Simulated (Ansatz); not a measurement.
## Relative stability

Two relaxed structures of CH5GeO (charge +1), closed shell (PBE0-D4/def2-TZVP; forces vanish, vibrations not checked).

A:

C1  (-0.626, 1.191, -0.752)
O2  (-0.543, -0.023, -0.634)
Ge3  (0.531, -1.065, 0.638)
H4  (-1.286, 1.591, -1.529)
H5  (-0.063, 1.876, -0.105)
H6  (1.203, 0.069, 1.406)
H7  (1.382, -1.833, -0.359)
H8  (-0.597, -1.806, 1.334)
(Å)

B:

```
8
angstrom
C -0.7288 0.7554 -0.1621
O 0.1743 -0.0614 -0.9823
Ge 1.1106 -1.7649 -0.6357
H -0.2726 1.7332 -0.0225
H -1.6867 0.8234 -0.6735
H 0.3160 0.3410 -1.8510
H 0.4378 -1.7482 0.7995
H -0.8288 0.2333 0.7849
```

Ansatz 0.2.0; basis: def2-TZVPP; cores frozen in the correlated methods. Filled d shells of the heavier atoms are correlated. The def2 sets are not built for correlating such inner shells, so the correlated values are less sure here. B3LYP uses VWN-RPA correlation.

Question: Which structure is lower at CCSD(T), and by how much? (Judge from chemistry; the value comes from the calculation.)

Answer: Computed: B, by 3.68 kcal/mol (electronic energy, against the other). By their contacts, A is CH₅GeO ([CH2][O][GeH3]), total charge +1 and B is CH₅GeO ([CH3][OH][GeH]), total charge +1.

All methods give the same order:

```json
{"method": "PBE-D4", "E(B) − E(A) (kcal/mol)": "-8.52"}
{"method": "r2SCAN-D4", "E(B) − E(A) (kcal/mol)": "-4.22"}
{"method": "PBE0-D4", "E(B) − E(A) (kcal/mol)": "-7.59"}
{"method": "B3LYP-D4", "E(B) − E(A) (kcal/mol)": "-9.33"}
{"method": "wB97M-V", "E(B) − E(A) (kcal/mol)": "-8.67"}
{"method": "HF", "E(B) − E(A) (kcal/mol)": "-1.52"}
{"method": "MP2", "E(B) − E(A) (kcal/mol)": "-3.25"}
{"method": "CCSD", "E(B) − E(A) (kcal/mol)": "-4.31"}
{"method": "CCSD(T)", "E(B) − E(A) (kcal/mol)": "-3.68"}
```

No T1 diagnostic of these runs exceeds 0.016.

Labels in which every atom is bracketed show which atoms are joined, not bond orders.

For scale, one of the runs: CCSD(T)/def2-TZVPP, 180 basis functions, launched by `ansatz run in.yaml --threads 2 --pin off --events-out ev --progress --plain --max-ram 4352MiB`. The run took 90 s on 2 CPU threads of an Arm Neoverse V1 (shared host), with 1.7 GiB of host memory at its peak.
